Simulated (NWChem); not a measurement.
Molecule: AgNH$_{3}$Cl; SMILES [Ag]([Cl])<-[NH3]

All runs: NWChem. The geometry was optimised at PBE0/def2-SVP. No frequency run checked for a minimum. def2 effective core potentials on Ag; no spin-orbit coupling.

Diagonal of the polarisability tensor at PBE0/def2-SVPD, static: 45.18, 71.84, 45.19 bohr³.

Question: Find the mean polarisability volume, the molar refraction, and the refractive index that an ideal gas of it would have at 273.15 K and 1 atm.

Answer: 
1. Mean: one third of the trace = 54.07 bohr³ × 0.14818 Å³/bohr³ = 8.01 Å³.
2. Molar refraction (Lorentz-Lorenz): (4π/3) N_A α = 20.2 cm³/mol.
3. Number density p/kT = 2.687 × 10⁻⁵ Å⁻³; n − 1 = 2π N α = 13.53 × 10⁻⁴.
4. These hold the electronic response alone: vibrational and orientational terms add to the static dielectric constant.
